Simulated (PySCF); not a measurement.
**Stationary points of YH₃**

Level of theory: PBE0/[Y def2-TZVP with ECP28, H def2-TZVP], scalar-relativistic core potentials, density fitting, no spin–orbit coupling, PySCF.

Relaxations began from a few typed shapes. The search is not exhaustive: other isomers or separated fragments can lie lower, and high-lying points may rest on an excited occupation.

(1) Which is the lowest minimum found?
A. singlet C3v: Y–H 1.977 Å (×3); H–Y–H 116.6° (×3)
B. singlet D3h: Y–H 1.983 Å (×3); H–Y–H 120.0° (×3)

## Answers

(1) A. The others lie at 0.9 (singlet D3h, a saddle point) kJ/mol above it.

Formally Y is in oxidation state +3, d0. A d0 centre has no lone pair, yet it is C3v rather than trigonal planar: covalent bonding through the d orbitals favours lower symmetry. The polar-tensor charge on Y, 1.61, is far below the formal one.
